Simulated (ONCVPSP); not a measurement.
beryllium (Be), ONCV: configuration errors across variants

Be (Z = 4), optimised norm-conserving Vanderbilt (ONCV), made with ONCVPSP 4.0.1 (revPBE, scalar-relativistic). Core none, reference 1s2 2s1.5 2p0.5. Waves: 1s+2s: rc 0.95 bohr, ncon 5, nbas 9, qcut 12.3 1/bohr, 2 projectors; 2p: rc 4.00 bohr, ncon 4, nbas 8, qcut 3.8 1/bohr, 1 projector. Local part: polynomial inside 0.75 bohr (lpopt 5, dvloc0 -1 Ha). Core correction: none.

All-electron excitation energies from the reference (eV): (1) 1s2 2s2 2p0 -1.818; (2) 1s2 2s1 2p0 7.740; (3) 1s2 2s0 2p0 25.713; (4) 1s2 2s0 2p1 11.691.

Errors AE − PS in meV (a dash: test not solved or not reliable):

```tsv
change	(1)	(2)	(3)	(4)	bound ghosts	GHOST(+) flags above zero
base	-5.7	+30	+91	-64	none	p
all radii scaled by about 0.78 (s 0.74, p 3.14 bohr); local potential polynomial inside 0.58 bohr (lpopt 5, dvloc0 -1 Ha)	-3.6	+17	+56	-43	none	p
all radii scaled by about 0.86 (s 0.82, p 3.44 bohr); local potential polynomial inside 0.64 bohr (lpopt 5, dvloc0 -1 Ha)	-4.3	+21	+67	-52	none	p
all radii scaled by about 0.90 (s 0.86, p 3.58 bohr); local potential polynomial inside 0.68 bohr (lpopt 5, dvloc0 -1 Ha)	-4.6	+23	+72	-57	none	p
all radii scaled by about 0.97 (s 0.92, p 3.88 bohr); local potential polynomial inside 0.72 bohr (lpopt 5, dvloc0 -1 Ha)	-5.4	+28	+86	-61	none	p
all radii scaled by about 1.08 (s 1.02, p 4.32 bohr); local potential polynomial inside 0.80 bohr (lpopt 5, dvloc0 -1 Ha)	-6.4	+36	+106	-66	none	p
all radii scaled by about 1.21 (s 1.14, p 4.84 bohr); local potential polynomial inside 0.90 bohr (lpopt 5, dvloc0 -1 Ha)	-7.7	+49	+134	-17	none	p
all radii scaled by about 1.26 (s 1.20, p 5.04 bohr); local potential polynomial inside 0.94 bohr (lpopt 5, dvloc0 -1 Ha)	-8.3	+56	+147	-102	none	p
all radii scaled by about 1.32 (s 1.26, p 5.28 bohr); local potential polynomial inside 1.00 bohr (lpopt 5, dvloc0 -1 Ha)	-9.2	+66	+169	-196	none	none
```

(1) Give the same row for: all radii scaled by about 1.14 (s 1.08, p 4.56 bohr); local potential polynomial inside 0.86 bohr (lpopt 5, dvloc0 -1 Ha).

Results:

(1) -6.9, +41, +117, -51; bound ghosts: none; GHOST(+) flags above zero: p.
